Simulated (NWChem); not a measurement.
BCl

```xyz
2

B      0.0000     0.0000    -1.2974
Cl     0.0000     0.0000     0.4362
```
Atoms are numbered in this order, from 1.

All runs: NWChem. Pople sets run with spherical d functions. The geometry was optimised at PBE-D3(BJ)/def2-SVP. GIAO values for the isolated, static molecule; σ is the absolute isotropic shielding.

```json
[
 {"level": "Hartree-Fock/6-31G*", "basis functions": "32", "σ B1 (ppm)": "-12.7", "σ Cl2 (ppm)": "369.4"},
 {"level": "Hartree-Fock/6-311G**", "basis functions": "44", "σ B1 (ppm)": "-20.8", "σ Cl2 (ppm)": "353.5"},
 {"level": "Hartree-Fock/def2-SVP", "basis functions": "32", "σ B1 (ppm)": "-18.2", "σ Cl2 (ppm)": "382.0"},
 {"level": "Hartree-Fock/def2-TZVP", "basis functions": "68", "σ B1 (ppm)": "-25.2", "σ Cl2 (ppm)": "294.9"},
 {"level": "Hartree-Fock/IGLO-II", "basis functions": "57", "σ B1 (ppm)": "(withheld)", "σ Cl2 (ppm)": "317.0"},
 {"level": "Hartree-Fock/IGLO-III", "basis functions": "79", "σ B1 (ppm)": "-24.9", "σ Cl2 (ppm)": "310.4"},
 {"level": "Hartree-Fock/pcSseg-2", "basis functions": "79", "σ B1 (ppm)": "-27.9", "σ Cl2 (ppm)": "319.2"}
]
```

Question: Some entries are withheld; supply them.

Answer: 
- Hartree-Fock/IGLO-II, σ B1 (ppm): -22.7
